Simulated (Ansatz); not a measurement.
C₂H₃FO₂Zr (`C#[C][Zr]([OH])([OH])[F]`) from Hartree–Fock to CCSD(T)

Cartesian coordinates in Å:
```
C -0.811 1.436 2.180
C -0.337 0.831 1.239
Zr 0.564 -0.251 -0.455
O 0.165 -2.103 -0.246
O -0.165 0.468 -2.062
F 2.455 0.005 -0.437
H -1.225 1.968 3.007
H -0.091 -3.017 -0.315
H -0.556 0.663 -2.909
```

The species carries charge 0 and has multiplicity 1. Correlated methods include outer-core shells of Zr, which these sets cover unevenly. Zr: def2 effective core potential. All single points use the PBE0-D4/def2-TZVP geometry. It is one conformer, not always the lowest. Frozen core, restricted reference, the Gaussian-basis code of Ansatz.

| basis | HF (Eh) | MP2 corr. | CCSD corr. | (T) | CCSD(T) total |
| --- | --- | --- | --- | --- | --- |
| def2-SVP | -373.08995 | ? | -1.07138 | ? | ? |
| def2-TZVPP | -373.50766 | -1.37887 | -1.37990 | ? | ? |
| def2-QZVPP | -373.52668 | ? | – | – | – |

(1) Fill in the withheld values. (Estimate.)

Results:

(1) The calculation gave: def2-SVP MP2 corr.: -1.05715; def2-SVP (T): -0.03528; def2-SVP CCSD(T) total: -374.19661; def2-TZVPP (T): -0.05992; def2-TZVPP CCSD(T) total: -374.94748; def2-QZVPP MP2 corr.: -1.51310.
